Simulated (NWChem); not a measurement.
The numbers come from NWChem runs, not from measurements. System: chlorotrifluoromethane (CClF3), charge 0, spin multiplicity 1, at a geometry optimised with B3LYP/def2-SVP. Level: G0W0@PBE/def2-TZVPD, RI basis def2-tzvpd-rifit.

The NWChem input:

```
start mol
memory heap 200 mb stack 700 mb global 1700 mb
geometry units angstroms nocenter noautoz
  F      0.854806     0.564727     1.078109
  C      0.355326    -0.024606     0.000000
  F      0.854806     0.564727    -1.078109
  F      0.725774    -1.298137     0.000000
  Cl    -1.414731     0.097987     0.000000
  symmetry group Cs
end
basis spherical
  * library def2-tzvpd
end
basis "ri basis" bse spherical
  * library def2-tzvpd-rifit
end
dft
  xc xpbe96 cpbe96
  iterations 100
  direct
  tolerances tight
end
task dft energy
gw
  method cdgw
  states alpha occ 4 vir 2
end
task dft gw
```

Output (cleaned and shortened):

```
             Northwest Computational Chemistry Package (NWChem) 7.3.0
             --------------------------------------------------------

                                NWChem Input Module
                                -------------------

 Scaling coordinates for geometry "geometry" by  1.889725989
 (inverse scale =  0.529177249)

 Turning off AUTOSYM since
 SYMMETRY directive was detected!

                             Geometry "geometry" -> ""
                             -------------------------

 Output coordinates in angstroms (scale by  1.889725989 to convert to a.u.)

  No.       Tag          Charge          X              Y              Z
 ---- ---------------- ---------- -------------- -------------- --------------
    1 F                    9.0000     0.85480600     0.56472700     1.07810900
    2 C                    6.0000     0.35532600    -0.02460600     0.00000000
    3 F                    9.0000     0.85480600     0.56472700    -1.07810900
    4 F                    9.0000     0.72577400    -1.29813700     0.00000000
    5 Cl                  17.0000    -1.41473100     0.09798700     0.00000000

 Effective nuclear repulsion energy (a.u.)     249.7376027744

            Nuclear Dipole moment (a.u.)
            ----------------------------
        X                 Y               Z
 ---------------- ---------------- ----------------
     0.0000056692    -0.0000075589     0.0000000000

      Symmetry information
      --------------------

 Group name             Cs
 Group number              2
 Group order               2
 No. of unique centers     4

      Symmetry unique atoms

     1    2    4    5


 Summary of "ao basis" -> "" (spherical)
 ------------------------------------------------------------------------------
       Tag                 Description            Shells   Functions and Types
 ---------------- ------------------------------  ------  ---------------------
 *                         def2-tzvpd                 on all atoms

 new library libraries.bse/

 Summary of "ri basis" -> "" (spherical)
 ------------------------------------------------------------------------------
       Tag                 Description            Shells   Functions and Types
 ---------------- ------------------------------  ------  ---------------------
 *                      def2-tzvpd-rifit              on all atoms

  pbe96 is a nonlocal functional; adding pw91lda local functional.

                                 NWChem DFT Module
                                 -----------------

 Summary of "ao basis" -> "ao basis" (spherical)
 ------------------------------------------------------------------------------
       Tag                 Description            Shells   Functions and Types
 ---------------- ------------------------------  ------  ---------------------
 F                         def2-tzvpd               14       40   6s4p3d1f
 C                         def2-tzvpd               13       37   6s3p3d1f
 Cl                        def2-tzvpd               16       46   6s6p3d1f

 Summary of "ao basis" -> "ao basis" (spherical)
 ------------------------------------------------------------------------------
       Tag                 Description            Shells   Functions and Types
 ---------------- ------------------------------  ------  ---------------------
 F                         def2-tzvpd               14       40   6s4p3d1f
 C                         def2-tzvpd               13       37   6s3p3d1f
[...]
   Bfn.  Coefficient  Atom+Function         Bfn.  Coefficient  Atom+Function
  ----- ------------  ---------------      ----- ------------  ---------------
   174      0.538378  5 Cl py               177      0.318121  5 Cl py
   171      0.249660  5 Cl py               165     -0.206228  5 Cl py
   124     -0.134419  4 F  px               127     -0.109435  4 F  px
   168     -0.093002  5 Cl py               130     -0.072558  4 F  px
     7      0.064004  1 F  px                84      0.064004  3 F  px

 Vector   26  Occ=0.000000D+00  E=-5.496093D-02  Symmetry=a'
              MO Center= -1.1D+00,  7.4D-02,  3.2D-14, r^2= 2.8D+00
   Bfn.  Coefficient  Atom+Function         Bfn.  Coefficient  Atom+Function
  ----- ------------  ---------------      ----- ------------  ---------------
    44      0.487065  2 C  s                 45      0.429497  2 C  s
   176     -0.397017  5 Cl px               173     -0.353415  5 Cl px
    47     -0.348249  2 C  px                46      0.328326  2 C  s
    50     -0.312718  2 C  px               179     -0.264507  5 Cl px
   162     -0.257772  5 Cl s                 43      0.228428  2 C  s

 Vector   27  Occ=0.000000D+00  E=-5.037941D-03  Symmetry=a'
              MO Center= -1.9D-01,  1.3D-02,  2.4D-15, r^2= 1.1D+01
   Bfn.  Coefficient  Atom+Function         Bfn.  Coefficient  Atom+Function
  ----- ------------  ---------------      ----- ------------  ---------------
    46      3.689922  2 C  s                 45      1.773735  2 C  s
     6     -1.308429  1 F  s                 83     -1.308429  3 F  s
   123     -1.308345  4 F  s                163     -0.652189  5 Cl s
    53      0.602588  2 C  px               179     -0.568275  5 Cl px
   134     -0.403634  4 F  py                18      0.346527  1 F  pz

 Vector   28  Occ=0.000000D+00  E= 2.713025D-02  Symmetry=a'
              MO Center= -1.1D+00,  7.6D-02,  1.0D-12, r^2= 1.5D+01
   Bfn.  Coefficient  Atom+Function         Bfn.  Coefficient  Atom+Function
  ----- ------------  ---------------      ----- ------------  ---------------
   163      1.575028  5 Cl s                179      1.417735  5 Cl px
    45      1.155730  2 C  s                 46     -1.142953  2 C  s
     6     -0.563041  1 F  s                 83     -0.563041  3 F  s
   123     -0.563090  4 F  s                 16      0.491193  1 F  px
    93      0.491193  3 F  px               133      0.475544  4 F  px

 center of mass
 --------------
 x =   0.01928247 y =  -0.00133574 z =   0.00000000

 moments of inertia (a.u.)
 ------------------
         316.540981887655          16.101504871258           0.000000000000
          16.101504871258         547.904537986497           0.000000000000
           0.000000000000           0.000000000000         549.017671749171

     Multipole analysis of the density
     ---------------------------------

     L   x y z        total         alpha         beta         nuclear
     -   - - -        -----         -----         ----         -------
     0   0 0 0     -0.000000    -25.000000    -25.000000     50.000000

     1   1 0 0     -0.087182     -0.043594     -0.043594      0.000006
     1   0 1 0      0.006052      0.003030      0.003030     -0.000008
     1   0 0 1     -0.000000     -0.000000     -0.000000      0.000000

     2   2 0 0    -23.806404   -105.957241   -105.957241    188.108078
     2   1 1 0     -0.078980      3.887428      3.887428     -7.853836
     2   1 0 1     -0.000000     -0.000000     -0.000000      0.000000
     2   0 2 0    -24.941447    -50.098658    -50.098658     75.255870
     2   0 1 1     -0.000000     -0.000000     -0.000000      0.000000
     2   0 0 2    -24.946903    -49.829895    -49.829895     74.712887

 Task  times  cpu:       67.0s     wall:       67.0s

                                NWChem Input Module
                                -------------------

                                 NWChem GW Module
                                 ----------------

                             ***********************
                             ***        GW       ***
                             ***********************

 Summary of "ri basis" -> "ri basis" (spherical)
 ------------------------------------------------------------------------------
       Tag                 Description            Shells   Functions and Types
 ---------------- ------------------------------  ------  ---------------------
 F                      def2-tzvpd-rifit            26       92   9s7p5d4f1g
 C                      def2-tzvpd-rifit            26       92   9s7p5d4f1g
 Cl                     def2-tzvpd-rifit            33      129   10s8p7d6f2g

                 Memory Information
                 ------------------
          Available GA per process is          1699.7 MBs
          Available stack per process is        700.0 MBs
          Available heap per process is           0.0 MBs

          Peak memory in Initialization
              Peak GA per process is                 23.0 MBs
              Peak stack per process is               0.5 MBs
              Peak heap per process is               23.7 MBs
              Memory not in MA per process            0.0 MBs

          Peak memory in CDGW Calculation
              Peak GA per process is                 27.0 MBs
              Peak stack per process is               3.8 MBs
              Peak heap per process is                4.4 MBs
              Memory not in MA per process            0.0 MBs

          Computing 2-center integrals
          Computing Inverse Cholesky factor
          Computing 3-center integrals
          Computing Vxc

          Computing Sigma_x
          Computing W(iw) on the imaginary grid
          Solving quasiparticle equations

                  Alpha Orbitals
          State     Energy (eV)     Error (eV)
          -----------------------------------
@GW        22        -14.152           0.002
@GW        23        -14.700           0.003
@GW        24        -12.116           0.002
@GW        25        -12.117           0.002
@GW        26          1.897           0.003
@GW        27          1.560           0.003

     GW Timing Statistics
   ------------------------
   Init.   :          0.2s
     ERIs  :          6.5s
     Distr.:          0.1s
     Vxc   :          0.6s
   Vmo     :          0.0s
   iW      :          9.6s
   I_n     :          0.0s
   R_n     :          2.0s
   GW total:         19.1s

 Task  times  cpu:       19.1s     wall:       19.1s

 Total times  cpu:       86.1s     wall:       86.1s
```
